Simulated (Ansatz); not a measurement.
C₁₀H₁₁ClTi, SMILES `[Cl][TiH]12345678([C@H]9[C@@H]1[C@@H]2[C@@H]3[C@H]94)[C@H]1[C@@H]5[C@@H]6[C@@H]7[C@H]18`. Total charge 0; spin multiplicity 1. The geometry is a stationary point of PBE0-D4/def2-TZVP.

```xyz
23

Cl   -2.105   -1.393    1.196
Ti   -0.493   -0.124    0.157
C    -1.184   -1.326   -1.755
C    -0.121   -2.047   -1.180
C     1.033   -1.245   -1.237
C     0.684   -0.028   -1.868
C    -0.690   -0.077   -2.187
C     1.108    1.509    0.670
C     1.465    0.336    1.375
C     0.456    0.080    2.321
C    -0.528    1.076    2.192
C    -0.128    1.966    1.173
H    -1.539    1.052   -0.383
H    -2.212   -1.648   -1.796
H    -0.198   -3.017   -0.714
H     2.015   -1.520   -0.884
H     1.352    0.791   -2.082
H    -1.253    0.688   -2.695
H     1.686    1.982   -0.108
H     2.362   -0.246    1.231
H     0.408   -0.771    2.983
H    -1.461    1.112    2.732
H    -0.655    2.852    0.860
```

Question: What is the dipole moment at PBE/def2-TZVPP? (Estimate.)

Answer: Ansatz gave: 3.27 D, with components (2.92, 0.99, -1.09) D in this frame, pointing from negative to positive charge.

Question: And with r2SCAN, B3LYP, ωB97M-V? (An estimate is asked.)

Answer: The calculation gave: r2SCAN 3.45 D, B3LYP 3.51 D, ωB97M-V 3.64 D.

Question: Give the Mulliken charges with PBE, B3LYP, ωB97M-V in def2-TZVPP. (Best estimate.)

Answer: The calculation gave: 
```csv
atom,PBE,B3LYP,ωB97M-V
Cl1,-0.25,-0.30,-0.24
Ti2,-0.06,0.23,-0.06
C3,-0.07,-0.09,-0.09
C4,-0.09,-0.11,-0.10
C5,-0.12,-0.14,-0.13
C6,-0.09,-0.12,-0.12
C7,-0.11,-0.13,-0.11
C8,-0.10,-0.12,-0.12
C9,-0.12,-0.14,-0.13
C10,-0.09,-0.11,-0.10
C11,-0.07,-0.09,-0.09
C12,-0.11,-0.13,-0.11
H13,-0.08,-0.13,-0.01
H14,0.14,0.14,0.15
H15,0.15,0.15,0.15
H16,0.13,0.13,0.13
H17,0.12,0.13,0.13
H18,0.14,0.14,0.15
H19,0.12,0.13,0.13
H20,0.13,0.13,0.13
H21,0.15,0.15,0.15
H22,0.14,0.14,0.15
H23,0.14,0.14,0.15
```

B3LYP here is the variant with VWN-RPA as its local correlation; programs differ in this.
